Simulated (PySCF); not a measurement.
Cost of excited-state runs on `InChI=1S/C5H11OP/c1-5-3-4-7(5,2)6/h5H,3-4H2,1-2H3/t5-,7-/m0/s1`

Geometry:
```tsv
atom	x (Å)	y (Å)	z (Å)
C1	-1.096	1.612	0.542
C2	-0.763	0.145	0.716
C3	-1.198	-0.816	-0.410
C4	0.013	-1.767	-0.364
P5	0.986	-0.482	0.557
C6	1.887	0.540	-0.666
O7	1.776	-0.835	1.741
H8	-0.749	1.980	-0.421
H9	-0.624	2.201	1.327
H10	-2.173	1.765	0.599
H11	-1.135	-0.211	1.683
H12	-2.158	-1.303	-0.243
H13	-1.241	-0.288	-1.363
H14	-0.160	-2.625	0.284
H15	0.375	-2.119	-1.328
H16	2.163	1.476	-0.184
H17	2.795	0.000	-0.929
H18	1.294	0.733	-1.554
```

PySCF with density fitting, on 1 thread of an Intel Xeon Platinum 8488C, shared host. Command: `OMP_NUM_THREADS=1 python excited_run.py task.json out`

(1) How long does this run take, and how much memory?
- circular dichroism and optical rotation, PBE0/def2-SVPD; 8 states

Answers

(1) 
| run | level | basis functions | wall time | peak memory (GiB) |
| --- | --- | --- | --- | --- |
| circular dichroism and optical rotation | PBE0/def2-SVPD | 235 | 66 s | 0.95 |

Times from a shared host are rough.
